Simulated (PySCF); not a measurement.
A structure optimised at B3LYP-D3(BJ)/def2-SVP, used in a PySCF frequency run:

```xyz
8

Al    -0.0384    -0.8094     0.0000
F      0.8473    -2.2065     0.0000
F     -1.6958    -0.9098     0.0000
S      0.9025     1.1269     0.0000
C     -0.6044     2.2072     0.0000
H     -1.5289     1.6166     0.0000
H     -0.5738     2.8400     0.8966
H     -0.5738     2.8400    -0.8966
```

### Question
Write its SMILES, formula and point group.

### Answer
C[S][Al]([F])[F], CH3AlF2S, Cs

### Question
What are its rotational constants (standard atomic weights)?

### Answer
4.8969, 2.0647, 1.4660 GHz
